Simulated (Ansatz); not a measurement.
Input for Ansatz (an electronic-structure program): U-PBE/cc-pVTZ on CH6BeGe (SMILES [CH3][Be][GeH3]), a point of a bond scan (R = 0.876 Å).

Ansatz 0.2 input:
```yaml
crystal:
  periodic: [false, false, false]
  atoms:
    - {symbol: Be, position_ang: [-0.18384765, 1.04916504, -0.75458802]}
    - {symbol: C, position_ang: [-0.41926256, 2.39260940, -1.72082973]}
    - {symbol: H, position_ang: [-1.06531530, 2.90324388, -1.42092219]}
    - {symbol: H, position_ang: [-0.68259427, 2.11781029, -2.74808870]}
    - {symbol: H, position_ang: [0.47837929, 3.01783564, -1.77956966]}
    - {symbol: Ge, position_ang: [0.12640089, -0.72133305, 0.51880234]}
    - {symbol: H, position_ang: [0.98119774, -1.81784029, -0.15781112]}
    - {symbol: H, position_ang: [0.84789286, -0.39872335, 1.84778085]}
    - {symbol: H, position_ang: [-1.19190946, -1.41964363, 0.92528940]}
basis:
  gaussian:
    orbitals: cc-pVTZ
hamiltonian:
  xc: {name: PBE}
magnetization: {spin_polarized: true, initial_magnetization: 0}
```

Output:

```
WARN ansatz: RAYON_NUM_THREADS=1 ignored (pool sized by the plan → 1); use --threads N
Functional definition: PBE
integrals: 0.09 GiB planned
1043 factors; their error is unknown
mean field: 0.83 GiB planned
mean field evaluation 1: about -58031.5712 eV, gradient 5.1e1 eV
mean field evaluation 2: about -58012.4339 eV, gradient 6.9e1 eV
mean field evaluation 4: about -58043.0645 eV, gradient 3.1e0 eV
mean field evaluation 8: about -58043.1369 eV, gradient 1.9e-1 eV
mean field evaluation 16: about -58043.1166 eV, gradient 1.9e-4 eV
mean field -58043.11659168 eV, -2133.0451917067 hartree, gradient 7.1e-6 eV, S^2 0.000000; 0 other end points of the search recorded, 0 dependent functions left out
reference -58043.11663804 eV, -2133.0451934105 hartree; 24, 24 occupied and 163, 163 virtual orbitals, 1043 factors
Total energy: -58043.11663804 eV, -2133.0451934105 hartree
```

The run converged.

Cost: around 4 core-seconds (rough).
